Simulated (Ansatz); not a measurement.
Consider the ligand exchange at the Sb–Cl bond: `[Cl][SbH2]` + `C=N` → `C=[N][SbH2]` + HCl.

Computed with Ansatz on PBE0-D4/def2-TZVP structures; ΔE is electronic, products minus reactants. CCSD(T)/CBS is the MP2 limit (def2-TZVPP, def2-QZVPP) plus CCSD(T) − MP2 in def2-TZVPP, frozen cores. This one scheme is used for every species. Functionals use def2-TZVPP. B3LYP here is the variant with VWN-RPA as its local correlation; programs differ in this. HSE06 is defined as in plane-wave codes. Elements past krypton have def2 core potentials. For Sb outer-core shells are correlated without core-valence functions, which leaves a few kJ/mol of doubt a bond.

```
             level  ΔE (kJ/mol)  difference from CCSD(T)/CBS
       LDA (SPW92)         72.0                         -7.4
         r2SCAN-D4         80.4                          1.0
          B3LYP-D4         81.5                          2.1
           ωB97X-V         82.6                          3.2
          PBE-QIDH         80.2                          0.8
               PBE         80.5                          1.1
             B3LYP         85.9                          6.5
           r2SCAN0         85.3                          5.9
             HSE06         85.1                          5.7
           LC-ωPBE         83.2                          3.8
       HF/def2-SVP        102.6                         23.2
      MP2/def2-SVP         72.2                         -7.2
  CCSD(T)/def2-SVP         76.2                         -3.2
SCS-MP2/def2-TZVPP         72.8                         -6.6
     HF/def2-QZVPP         99.0                         19.6
      HF/CBS(def2)         99.1                         19.7
       CCSD(T)/CBS         79.4                            0
```

Largest T1 diagnostic among the species: 0.015.

In def2-TZVPP, CCSD(T) changes the Hartree–Fock value by −25.9 kJ/mol (the triples alone add −4.1 kJ/mol) and MP2 by −28.3 kJ/mol. The D4 term adds −4.4 kJ/mol with B3LYP and −2.4 kJ/mol with PBE0; it sums over pairs of atoms, weighted by their polarisabilities, and B3LYP, whose exchange is more repulsive, gets the larger term.
